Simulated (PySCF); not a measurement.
System: sum formula H$_{4}$Si$_{2}$OF, charge 0, multiplicity 2. It need not be the lowest isomer of its formula. SMILES: F[SiH2]O[SiH2]
Structure (B3LYP-D3(BJ)/def2-TZVP (Ansatz) minimum search):
```xyz
8

Si     1.2187     0.2655    -0.2058
F      1.4754     0.2593     1.3737
O     -0.2893    -0.2452    -0.5132
Si    -1.9163    -0.2292    -0.2572
H      2.1695    -0.6745    -0.8197
H      1.3908     1.6532    -0.6700
H     -2.5474    -1.0126    -1.3516
H     -2.2113    -0.8456     1.0647
```
Charge 0, spin multiplicity 2.

Dispersion corrections to the total energy (kcal/mol) from the dftd3 and dftd4 libraries through PySCF: D3(BJ) without and D4 with the three-body term, each with the damping fitted for the functional named.

| functional | D3(BJ) | D4 |
|---|---|---|
| CAM-B3LYP | -3.07 | -3.28 |
| B3LYP | -6.47 | (withheld) |
| TPSS | -4.52 | -5.11 |
| B2GP-PLYP | -3.05 | (withheld) |
| BP86 | -6.16 | -5.18 |
| B2PLYP | (withheld) | -2.64 |
| BLYP | -7.81 | -8.31 |

Task: Fill in the missing entries.

Result: 
- B3LYP, D4: -6.17
- B2GP-PLYP, D4: -1.61
- B2PLYP, D3(BJ): -3.21
